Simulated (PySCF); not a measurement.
## Atomic charges by several schemes

Species: C₆H₁₁S (charge -1).
Z-matrix (Å and degrees, GFN2-xTB geometry), rows numbered from 1:
```
C 
C   1  1.5260
C   2  1.5260  1  110.47
C   2  1.5260  1  109.58  3   120.77
S   4  1.7786  2  114.90  1   -60.64
C   4  1.5070  2  116.57  1   153.27
C   6  1.5040  4   60.08  2  -106.74
H   1  1.0885  2  108.09  3   -66.79
H   1  1.0914  2  111.47  3    53.61
H   1  1.0895  2  110.41  3   174.87
H   2  1.1024  1  109.14  3  -120.02
H   3  1.0894  2  110.42  1  -174.87
H   3  1.0885  2  108.15  1    66.78
H   3  1.0913  2  111.47  1   -53.59
H   6  1.0811  4  117.90  7  -107.62
H   6  1.0860  4  119.26  7   107.21
H   7  1.0861  4  119.28  6  -107.23
H   7  1.0812  4  117.87  6   107.64
```

Density: PBE0/pcSseg-1 (PySCF); schemes: Mulliken, IAO, Hirshfeld and ESP-fitted. The structure is a single GFN2-xTB conformer in the gas phase; no vibrational or solvent corrections. The pcSseg-1 basis has no diffuse functions, a weakness for an anion. The HOMO energy is positive at this level (+0.34 eV), so the outermost electrons may be held by the finite basis alone.

Task: Atoms with like bonding are taken together and averaged. Do the Mulliken, IAO, Hirshfeld and ESP-fitted schemes agree on where the charge is highest?

Result: The schemes don't all agree: Mulliken H15/H18 (+0.090); IAO H15/H18 (+0.136); Hirshfeld H15/H18 (+0.016); ESP-fitted C2 (+0.404).

Task: Which atoms carry the lowest charge in the Mulliken, IAO, Hirshfeld and ESP-fitted schemes?

Result: All schemes agree: Mulliken S5 (-0.574); IAO S5 (-0.725); Hirshfeld S5 (-0.556); ESP-fitted S5 (-0.798).

Task: Give the atomic charges in each scheme.

Result: In e; atoms taken as equivalent share a row and are averaged (×n: the atom named and its like, n in all):

| atom | environment | Mulliken | IAO | Hirshfeld | ESP-fitted |
| --- | --- | --- | --- | --- | --- |
| C1/C3 | methyl carbon | -0.168 | -0.419 | -0.142 | -0.514 |
| C2 | sp3 CH carbon | -0.264 | -0.081 | -0.027 | +0.404 |
| C4 | sp3 carbon bound to sulfur | -0.386 | -0.049 | -0.020 | +0.086 |
| S5 | thiolate sulfur | -0.574 | -0.725 | -0.556 | -0.798 |
| C6/C7 | three-membered-ring carbon | -0.135 | -0.314 | -0.128 | -0.353 |
| H8 (×6) | methyl hydrogen | +0.080 | +0.125 | +0.013 | +0.103 |
| H11 | methine hydrogen | +0.043 | +0.088 | +0.010 | -0.031 |
| H15/H18 | methylene hydrogen | +0.090 | +0.136 | +0.016 | +0.133 |
| H16/H17 | methylene hydrogen | +0.065 | +0.104 | +0.011 | +0.093 |

Mean size of the charges over all atoms: ESP-fitted 0.229 e, IAO 0.202 e, Mulliken 0.148 e, Hirshfeld 0.071 e. Each set sums to the total charge, -1, to within 0.001 e. The Hirshfeld scheme divides the density at each point in proportion to the densities of the neutral, spherically averaged free atoms.

Some averages cover members that differ in this geometry: H8 (×6), IAO +0.100 to +0.156; H8 (×6), Mulliken +0.057 to +0.105; H8 (×6), ESP-fitted +0.085 to +0.132 e.

Task: Sum the charges by element, for elements with more than one atom.

Result: 
```
element  atoms  Mulliken     IAO  Hirshfeld  ESP-fitted
      C      6    -1.258  -1.594     -0.586      -1.243
      H     11    +0.831  +1.319     +0.143      +1.041
```

Task: How closely do the schemes follow one another over all atoms?

Result: Correlation coefficient and root-mean-square difference: IAO with ESP-fitted 0.91, 0.129 e; IAO with Hirshfeld 0.91, 0.146 e; Hirshfeld with ESP-fitted 0.85, 0.201 e; Mulliken with IAO 0.83, 0.146 e; Mulliken with Hirshfeld 0.80, 0.115 e; Mulliken with ESP-fitted 0.59, 0.244 e.

Task: How many electrons does the Hirshfeld scheme count on C1?

Result: Its own charge is -0.142 e, so Z − q = 6.142.
